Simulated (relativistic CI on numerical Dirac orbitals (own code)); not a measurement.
# Calculated levels, Kr IV

Computed by Dirac-Coulomb-Breit CI, KLI orbitals optimised for each configuration, a model potential for QED, valence Slater integrals scaled by 0.85, configuration energies shifted to the measured levels that pair with them (semi-empirical) (own radial code, finite nucleus).

Configurations in the expansion (outside the closed core [Ar] 3d10): 4s²4p³, 4s4p⁴, 4s²4p²4d, 4s²4p²5s, 4s²4p²5p, 4s²4p²5d, 4s²4p²6s, 4p⁵, 4s²4p4d², 4s²4p²4f, 4s4p³4d, 4s4p³4f, 4s²4p4f², 4p³4d², 4s²4p²6p, 4s²4p²5f, 4s²4p²6d, 4s²4p²5g, 4s4p³5s, 4s²4p²6f, 4p⁴4d, 4s²4p4d4f, 4s4p²4d², 4s4p³5p, 4s²4p4d5s, 4s4p²5s5p, 4s4p³5d, 4p³4f², 4s4p³6s, 4s²4p5s². Levels of other configurations are missing.

The lowest level is 4s²4p³ ⁴S°3/2, with 95 % of that term; Hund's rules for 4s²4p³ give ⁴S° with J = 3/2, in agreement.

```tsv
No.	Configuration	Term	J	E (eV)	%	Next component (%)	Landé g
1	4s²4p³	⁴S°	3/2	0.0000	95	2 ²P°	1.985
2	4s²4p³	²D°	3/2	2.0990	87	10 ²P°	0.864
3	4s²4p³	²D°	5/2	2.3093	97	2 4s4p³4d ²D°	1.200
4	4s²4p³	²P°	1/2	3.7203	97	1 4p⁵ ²P°	0.666
5	4s²4p³	²P°	3/2	4.0102	84	11 ²D°	1.286
6	4s4p⁴(3P)	⁴P	5/2	14.7329	88	9 4s²4p²4d ⁴P	1.597
7	4s4p⁴(3P)	⁴P	3/2	15.1706	88	10 4s²4p²4d ⁴P	1.731
8	4s4p⁴(3P)	⁴P	1/2	15.3717	87	10 4s²4p²4d ⁴P	2.663
9	4s4p⁴(1D)	²D	3/2	18.1488	74	21 4s²4p²4d ²D	0.812
10	4s4p⁴(1D)	²D	5/2	18.2543	75	21 4s²4p²4d ²D	1.204
11	4p²(3P)4d	²P	3/2	20.3172	61	34 4s4p⁴ ²P	1.321
12	4p²(3P)4d	²P	1/2	20.6133	45	28 4s4p⁴ ²P	0.971
13	4s4p⁴(1S)	²S	1/2	21.3925	58	16 4s²4p²4d ²S	1.679
14	4p²(3P)4d	⁴F	3/2	21.4456	92	4 ⁴D	0.441
15	4p²(3P)4d	⁴F	5/2	21.6050	87	9 ⁴D	1.063
16	4p²(3P)4d	⁴F	7/2	21.8617	88	9 ⁴D	1.255
17	4p²(3P)4d	⁴F	9/2	22.1957	95	3 ²G	1.328
18	4p²(1D)4d	²F	5/2	22.2104	57	34 ⁴D	1.049
19	4p²(3P)4d	⁴D	1/2	22.2887	94	1 4s4p⁴ ²P	0.025
20	4p²(3P)4d	⁴D	3/2	22.3291	91	4 ⁴F	1.166
21	4p²(3P)4d	⁴D	7/2	22.3585	55	35 ²F	1.310
22	4p²(3P)4d	⁴D	5/2	22.5768	52	39 ²F	1.148
23	4p²(1D)4d	²F	7/2	23.0850	61	33 ⁴D	1.239
24	4p²(1D)4d	²G	7/2	24.5961	95	3 ²F	0.897
25	4p²(1D)4d	²G	9/2	24.6861	95	3 ⁴F	1.117
26	4p²(3P)5s	⁴P	1/2	24.8312	84	7 4s²4p²4d ⁴P	2.564
27	4p²(3P)4d	⁴P	5/2	24.9844	79	8 4s4p⁴ ⁴P	1.590
28	4p²(3P)4d	⁴P	3/2	25.0892	46	43 4s²4p²5s ⁴P	1.717
29	4p²(3P)4d	⁴P	1/2	25.3875	74	8 4s4p⁴ ⁴P	2.528
30	4p²(3P)5s	⁴P	3/2	25.4151	46	29 4s²4p²4d ⁴P	1.588
31	4p²(3P)4d	²D	3/2	25.4389	49	20 4s4p⁴ ²P	1.091
32	4p²(1D)4d	²P	3/2	25.6823	32	31 4s4p⁴ ²P	1.181
33	4p²(3P)5s	²P	1/2	25.7488	82	7 ⁴P	0.844
34	4p²(3P)5s	⁴P	5/2	25.7585	84	7 ²D	1.564
35	4p²(1D)4d	²P	1/2	26.1317	52	39 4s4p⁴ ²P	0.736
36	4p²(3P)4d	²D	5/2	26.1736	87	3 4s²4p²5s ⁴P	1.203
37	4p²(3P)5s	²P	3/2	26.2852	77	8 ²D	1.274
38	4p²(1D)4d	²D	5/2	26.9381	60	20 4s²4p²5s ²D	1.198
39	4p²(1D)4d	²D	3/2	27.0095	53	17 4s²4p²5s ²D	0.883
40	4p²(3P)4d	²F	5/2	27.2789	77	12 ²D	0.917
41	4p²(3P)4d	²F	7/2	27.4112	92	3 4s²4p²5d ²F	1.141
42	4p²(1D)4d	²P	1/2	27.5517	60	15 ²S	0.928
43	4p²(1D)5s	²D	3/2	27.7169	61	23 4s²4p²4d ²D	0.854
44	4p²(1D)5s	²D	5/2	27.7398	70	22 4s²4p²4d ²D	1.215
45	4p²(1D)4d	²S	1/2	27.9791	52	15 4s4p⁴ ²S	1.743
46	4p²(1D)4d	²P	3/2	28.0086	63	12 4s²4p²5s ²P	1.275
47	4p²(1S)4d	²D	5/2	28.7571	79	10 ²F	1.170
48	4p²(1S)4d	²D	3/2	28.8786	90	3 4s²4p²5d ²D	0.802
49	4p²(3P)5p	²S°	1/2	29.1176	54	27 ⁴D°	1.382
50	4p²(3P)5p	⁴D°	1/2	29.4269	66	31 ²S°	0.658
51	4p²(3P)5p	⁴D°	3/2	29.5142	82	10 ⁴P°	1.258
52	4p²(3P)5p	⁴D°	5/2	29.8796	90	7 ⁴P°	1.383
53	4p²(3P)5p	⁴P°	3/2	29.9678	33	32 ²D°	1.392
54	4p²(1S)5s	²S	1/2	30.1165	90	5 4s²4p²4d ²S	1.997
55	4p²(3P)5p	⁴P°	1/2	30.1588	88	6 ²S°	2.533
56	4p²(3P)5p	²D°	3/2	30.2328	60	26 ⁴S°	1.236
57	4p²(3P)5p	⁴D°	7/2	30.2855	93	5 ²F°	1.413
58	4p²(3P)5p	⁴P°	5/2	30.3091	48	42 ²D°	1.394
59	4p²(3P)5p	⁴S°	3/2	30.5526	50	40 ⁴P°	1.816
60	4p²(3P)5p	²D°	5/2	30.8891	52	39 ⁴P°	1.340
61	4p²(3P)5p	²P°	3/2	31.0233	86	10 ²D°	1.284
62	4p²(3P)5p	²P°	1/2	31.1016	87	6 ²S°	0.747
63	4p²(1D)5p	²F°	5/2	31.9700	61	35 ²D°	1.000
64	4p²(1D)5p	²D°	3/2	32.1032	77	18 ²P°	0.925
65	4p²(1D)5p	²F°	7/2	32.1401	93	5 ⁴D°	1.159
66	4p²(1D)5p	²D°	5/2	32.1531	67	28 ²F°	1.113
67	4s4p³(4S°)<5S°>4d‡	⁶D°	1/2	32.6845	99	1 ⁴P°	3.332
68	4s4p³(4S°)<5S°>4d‡	⁶D°	3/2	32.6923	99		1.866
69	4p²(1D)5p	²P°	1/2	32.6958	97	1 4s²4p²6p ²P°	0.680
70	4s4p³(4S°)<5S°>4d‡	⁶D°	5/2	32.7042	99		1.656
```

Energies count from the lowest computed level; ° marks odd parity. Percentages are summed over parent terms; the parents shown are those of the largest component, closed shells are left out there, and <> holds an intermediate term. ‡ marks configurations that were not tied to measured data.

The mean weight of the leading LS term, summed over parents, in these 70 levels is 75 %, and that of the leading jj configuration (from the same eigenvectors) 53 %, so LS coupling describes them better.

Configurations whose levels could be paired with our table of measured levels were shifted onto them, all but the ground configuration, by the median error of their levels; single terms can still be off by 1,000 to 2,000 cm⁻¹ or more, and rates follow the energies as ν³ (E1, M1) or ν⁵ (E2). The others borrow a shift and can be off by several thousand cm⁻¹ or more. The fine structure of a lone outer electron comes out too small, for d and f at times inverted, and misplaced configurations move strength between like terms. 53 of the 69 excited levels that our extract of the measured tables holds in this range could be paired (the sources list more); they are missed by 404 cm⁻¹ on average and 2096 at most, after the shifts were fitted to these levels, and levels without a partner can miss by more.

LS names give the leading component of a level, which can be under half, so a name can repeat, a term be missing and a line seem to break the LS rules.
